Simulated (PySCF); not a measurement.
Ca⁸⁺: ionisation energy

Ca⁸⁺ [Ne] 3s2 (1S) → Ca⁹⁺ [Ne] 3s1 (2S), as a difference of total energies. Calculation: PySCF 2.14, in an even-tempered Gaussian basis (17 s from 0.4 bohr⁻², ratio 2.5; 11 p from 0.52 bohr⁻², ratio 2.5; 5 d from 2.4 bohr⁻², ratio 2.7; 4 f from 3.5 bohr⁻², ratio 2.7); the non-relativistic Hamiltonian (point nucleus). Correlated levels: outer shells: 1s2 frozen; virtual orbitals above 40 to 60 times the deepest correlated orbital energy dropped. The calculations carry no spin-orbit coupling.

```tsv
method	ionisation energy (eV)
UHF	185.44
LDA	187.75
PBE	187.73
PBE0	187.42
r2SCAN	186.39
BLYP	187.78
revPBE	187.51
MP2 (outer shells)	187.28
SCS-MP2 (outer shells)	187.46
```

**Question.** How much does correlation contribute at MP2 (outer shells)?

**Answer.** 187.28 − (185.44) = 1.84 eV, measured against UHF.

These non-relativistic numbers lack the scalar-relativistic shift.

For comparison: 188.54 ± 0.06 eV (semi-empirical (NIST evaluation); NIST Atomic Spectra Database, ionization energies).
